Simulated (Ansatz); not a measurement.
`[BH2][GeH2][OH]`, charge 0, multiplicity 1.

Problem. Give a relaxed structure at PBE0-D4/def2-TZVP (Ansatz 0.2.0). (Estimate.)

Solution. Ansatz gave: 
Z-matrix (Å, degrees):
```
Ge
O 1 1.791
B 1 2.050 2 108.1
H 1 1.549 2 108.7 3 -122.0
H 1 1.549 2 108.7 3 122.1
H 2 0.959 1 112.5 3 -179.9
H 3 1.195 1 119.5 2 179.8
H 3 1.193 1 121.4 2 -0.3
```
Point group Cs.
